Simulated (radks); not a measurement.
Hg I, configuration [Hg] (the NIST ground configuration). All-electron calculation, scalar-relativistic Kohn-Sham, PBE, spin-unpolarised, spherical densities, finite nucleus; Fermi nuclear charge, rms radius 5.4648 fm. Program: a radial shooting solver on a logarithmic mesh with Libxc functionals.

Unscreened Slater integrals over Kohn-Sham orbitals (cm^-1).

\begin{tabular}{lr}
integral & value \\ \hline
F0(6s,6s) & 73607 \\
F0(6s,5d) & 88656 \\
G2(6s,5d) & 20269 \\
F0(6s,5p) & 93207 \\
G1(6s,5p) & 5962.6 \\
F0(6s,4f) & 97815 \\
G3(6s,4f) & 2215.5 \\
F0(5d,5d) & 133310 \\
F2(5d,5d) & 67880 \\
F4(5d,5d) & 44608 \\
F0(5d,5p) & 154380 \\
F2(5d,5p) & 75105 \\
G1(5d,5p) & 89866 \\
G3(5d,5p) & 55488 \\
F0(5d,4f) & 175240 \\
F2(5d,4f) & 39637 \\
F4(5d,4f) & 18237 \\
G1(5d,4f) & 12237 \\
G3(5d,4f) & 11765 \\
G5(5d,4f) & 9482.7 \\
F0(5p,5p) & 189940 \\
F2(5p,5p) & 102270 \\
F0(5p,4f) & 234600 \\
F2(5p,4f) & 72360 \\
G2(5p,4f) & 26574 \\
G4(5p,4f) & 22748 \\
F0(4f,4f) & 415660 \\
F2(4f,4f) & 207410 \\
F4(4f,4f) & 132300 \\
F6(4f,4f) & 95827 \\
\end{tabular}
